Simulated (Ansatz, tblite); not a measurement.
Cost and result up the ladder for the cluster Hf3N3 (6 atoms). Charge 0, multiplicity 2. Geometry: PBE0-D4/def2-SVP.

```
atom    x (Å)    y (Å)    z (Å)
 Hf1  -0.1844   0.6747  -1.2545
 Hf2   1.1774  -1.2396   0.3531
 Hf3  -0.1237   1.1161   1.4866
  N4  -1.6371   0.4159   0.3571
  N5   1.5027  -0.3204  -1.2837
  N6  -0.7349  -0.6467   0.3414
```

Ansatz on 4 threads of Arm Neoverse V1 on a shared host; xTB runs through tblite on one thread. Times are rough, summed over both states, and most runs start from the orbitals of an earlier one. No level here is sound enough to serve as a yardstick. The other state is a quartet at its own geometry.

In the def2 sets Hf takes a core potential; there is no spin–orbit coupling. The xTB rows come from tblite. The structure comes from a short search, and lower isomers may exist.

Run but left out: HF/def2-SVP, HF/def2-TZVP, MP2/def2-SVP, MP2/def2-TZVP, CCSD/def2-SVP, CCSD(T)/def2-SVP (doublet: ⟨S²⟩ 1.71 to 1.93, where a pure state has 0.75).

xTB has no spin-polarisation term.

```
                            level  functions  wall time  quartet − doublet (eV)                                  remarks
                         GFN1-xTB         39    0.014 s                    1.07                                        –
                         GFN2-xTB         39    0.081 s                    0.38                                        –
                 PBE-D4/def2-TZVP        213       20 s                    0.45                                        –
                BLYP-D4/def2-TZVP        213       20 s                    0.44                                        –
                PBE0-D4/def2-TZVP        213       48 s                    0.33  spin-contaminated (⟨S²⟩ 0.83) (doublet)
r2SCAN-D4/def2-TZVP (with forces)        213       51 s                    0.28  spin-contaminated (⟨S²⟩ 1.00) (doublet)
                ωB97M-V/def2-TZVP        213    4.4 min                    0.31  spin-contaminated (⟨S²⟩ 0.86) (doublet)
```
